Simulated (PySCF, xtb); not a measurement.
iodine (I2), SMILES II.

Harmonic wavenumbers (cm⁻¹) from GFN2-xTB in xtb at its own minimum, in rising order: 253.

Question: What does B3LYP-D3(BJ)/def2-TZVP (PySCF) give at its own minimum? (The exact figures need the calculation; the answer reports its results.)

Answer: 212. Paired by order, the mean absolute difference is 42 cm⁻¹ and the zero-point energies are 0.4 and 0.3 kcal/mol.
